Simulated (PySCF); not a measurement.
GeH6OSi, SMILES [SiH3][O][GeH3].

Coordinates come from a B3LYP-D3(BJ)/def2-SVP optimisation. This is a generated structure with no PubChem entry under its InChIKey; it may be hypothetical.

Two levels are set side by side: PBE/def2-TZVPD (PySCF) and CAM-B3LYP/def2-TZVPD (PySCF). Same geometry, gas phase. Differences are taken from unrounded values.

```json
[
 {"quantity": "orbital gap (eV)", "CAM-B3LYP": "10.25", "PBE": "5.68", "PBE minus CAM-B3LYP": "-4.57"},
 {"quantity": "highest occupied level (eV)", "CAM-B3LYP": "-9.85", "PBE": "-7.01", "PBE minus CAM-B3LYP": "2.85"},
 {"quantity": "lowest empty level (eV)", "CAM-B3LYP": "0.39", "PBE": "-1.33", "PBE minus CAM-B3LYP": "-1.72"},
 {"quantity": "dipole moment (D)", "CAM-B3LYP": "1.24", "PBE": "1.16", "PBE minus CAM-B3LYP": "-0.08"},
 {"quantity": "mean polarisability (bohr³)", "CAM-B3LYP": "62.2", "PBE": "65.8", "PBE minus CAM-B3LYP": "3.6"}
]
```

PBE's occupied levels lie high since its potential decays too fast outside the molecule; exact exchange lowers them and widens the gap. PBE's more diffuse valence density responds more strongly to a field. Differences between two approximate levels are no errors against the true value.

Rough cost on one machine, each run with all the roots and properties that it gave: CAM-B3LYP against PBE within a factor of 2.
